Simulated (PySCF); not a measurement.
# What a mistake does to a calculation on BClGeH4N

All numbers below are calculated, not measured. The program is PySCF 2.14.0, an open-source quantum chemistry code, run on an isolated molecule that a program drew, which may never have been made. The molecule is BClGeH4N (charge 0, doublet), drawn as the SMILES string `N[B](Cl)[GeH2]`.

Each row is a Hartree-Fock (HF) and frozen-core CCSD(T) single point in the cc-pV(D+d)Z basis, meant for a local HF minimum. Run 1 is clean. Each other run has one planted mistake out of seven kinds, and not every kind appears here: one electron removed, one electron added, multiplicity raised by two, geometry at a saddle point, minimal basis STO-3G, one bond length entered in bohr, all coordinates scaled. The reference is restricted for singlets and unrestricted otherwise, and also for a bond in bohr. Adding or removing an electron swaps singlet and doublet. Electrons count all cores. HOMO and LUMO are orbital energies over both spins, the gradient is its largest component, and the lowest frequency (negative if imaginary) is given only where the gradient is small. Bond lengths are over the 7 bonds as drawn. T1 is the CCSD diagnostic: over 0.02 (restricted) or 0.045 (unrestricted) a single reference is doubtful. Germanium has the cc-pVDZ-PP basis, with a core potential (ECP10MDF) in place of its 10 inner electrons, and its 3s, 3p and 3d shells are frozen in CCSD(T).

Geometry of the clean run:
```xyz
8
BClGeH4N, angstrom
N     0.3244   -0.3446    0.7497
B    -0.8438   -0.1110    0.0454
Cl   -1.1577   -1.0943   -1.4223
Ge   -2.2769    1.2539    0.6660
H     0.5747    0.1664    1.5703
H     0.9941   -1.0335    0.4708
H    -1.7671    2.3226    1.6468
H    -3.0935    1.9123   -0.4480
```

```
run,electrons,basis functions,<S^2>,HOMO (eV),LUMO (eV),gradient (hartree/bohr),lowest frequency (cm^-1),mean bond (Å),longest bond (Å),T1,HF (hartree),CCSD(T) (hartree),mistake
1,65,94,0.759,-8.37,1.02,1.4e-05,140,1.4741,2.074,0.0139,-834.41272,-834.94504,no fault
2,65,94,0.759,-8.67,0.65,6.0e-02,-,1.6157,2.273,0.0174,-834.35425,-834.90013,all coordinates scaled
3,64,94,0.000,-16.21,-6.76,5.4e-02,-,1.4741,2.074,0.0173,-834.13488,-834.66249,?
4,65,94,0.765,-7.59,1.27,5.0e-05,-448,1.4656,2.043,0.0135,-834.40871,-834.94246,?
```

**Which mistake was planted in run 3, and what did it cost?**

It counts 64 electrons, one fewer than the clean run, at the same geometry and basis. So the mistake is: one electron removed. Subtracting run 1 and multiplying by 627.51 kcal/mol a hartree, the energy moved by 174.3 kcal/mol in HF and 177.3 kcal/mol in CCSD(T).

**Which mistake was planted in run 4, and what did it cost?**

The gradient is small, so the point is stationary, but the lowest frequency is imaginary (-448 cm^-1). So the mistake is: geometry at a saddle point. Subtracting run 1 and multiplying by 627.51 kcal/mol a hartree, the energy moved by 2.5 kcal/mol in HF and 1.6 kcal/mol in CCSD(T).

